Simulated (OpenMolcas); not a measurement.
**Pb III: from RASSCF to RASPT2**

```
Program             : OpenMolcas 26.06
Basis               : ANO-RCC-VTZP [8s7p5d3f2g]
Scalar Hamiltonian  : DKH2, point nucleus
Active space        : 2 electrons in 9 orbitals (RAS2 6s 6p; RAS3 6d, at most 2 electrons)
State averaging     : 2S+1 = 3 even, 3 roots (0 in the spin-orbit step); 2S+1 = 1 even, 1 root; 2S+1 = 3 odd, 3 roots; 2S+1 = 1 odd, 3 roots
Spin-orbit coupling : RASSI with atomic mean-field integrals over the reference wave functions, term energies averaged over their components
```

Methods on the same reference wave functions:
A. RASSCF
B. SS-RASPT2, IPEA 0.25 Eh, imaginary shift 0.1 Eh (closed shells correlated: 5d)

Energies in cm-1 above 6s2 1S0, the measured ground level; measured values from Moore, Atomic Energy Levels, vol. III, NSRDS-NBS 35 (1971 reprint of NBS Circular 467, 1958).

```
      Level      A      B  Measured
    6s2 1S0    0.0    0.0       0.0
6s 6p 3P* 0  56635  62545     60397
6s 6p 3P* 1  60560  66114     64391
6s 6p 3P* 2  71879  77789          
6s 6p 1P* 1  95200  93229     95340
```

Deviations, from unrounded energies. A percentage is the sum of absolute deviations over the sum of measured energies, with the sign that they share, or ± where signs differ.

```tsv
Against measurement	Levels	A	B
mean absolute deviation (cm-1)	3	2600	2000
other configurations (%)	3	-3.5	±2.7
```

B lies closest to measurement on these levels. The largest miss of B in the table is 6s 6p 3P* 0, by +2100 cm-1. The ranking rests on the paired levels alone, and a cruder setting can come out closer through cancelling errors.

The lowest spin-free term lies below A's lowest term by 0.392 hartree in B.

Some high roots are left out of the spin-orbit mixing, which shifts the levels that they would mix with. Active for correlation alone: 6d; no level in the range computed is led by a configuration that fills it, so any true level of that kind is missing. Spin-orbit splittings of 6p shells tend to come out small when the coupling is added on scalar orbitals. Measured partners are found by configuration, term and J. A level has none where our copy of the source lacks it or the pairing is in doubt (some pairs that miss far off the trend of their configuration count as doubtful), and it then counts in no deviation. Levels of configurations outside the active space are missing.

* marks odd parity.
